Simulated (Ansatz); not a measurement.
Isolated molecules relaxed with PBE0-D4/def2-TZVP in Ansatz; ΔE leaves out vibrations. CCSD(T)/CBS is the MP2 limit (def2-TZVPP, def2-QZVPP) plus CCSD(T) − MP2 in def2-TZVPP, frozen cores. This one scheme is used for every species. Functionals use def2-TZVPP. Each species was taken in one conformer, which may not be the lowest.

`[NH2][AlH][SiH2][SiH2]Cl` + H–F → `F[SiH2][SiH2]Cl` + `[NH2][AlH2]`  (cleavage of the Si–Al bond)

```csv
level,ΔE (kJ/mol)
PBE-D4,-70.9
PBE0-D4,-75.3
ωB97M-V,-101.2
B2PLYP,-106.4
r2SCAN,-94.3
SCS-MP2/def2-TZVPP,-105.8
SCS-MP2/def2-QZVPP,-107.1
HF/CBS(def2),-137.9
```

Task: What does CCSD(T)/CBS give? (Estimate.)

Result: The calculation gave: -91.1 kJ/mol. The listed levels differ from it by 20.2, 15.8, -10.1, -15.3, -3.2, -14.7, -16.0, -46.8 kJ/mol.

Largest T1 diagnostic among the species: 0.013.

From PBE to PBE0 (25 % exact exchange), in def2-TZVPP and without D4, ΔE moves by −3.9 kJ/mol. In def2-TZVPP, CCSD(T) changes the Hartree–Fock value by +43.3 kJ/mol (the triples alone add +6.3 kJ/mol) and MP2 by +38.6 kJ/mol.
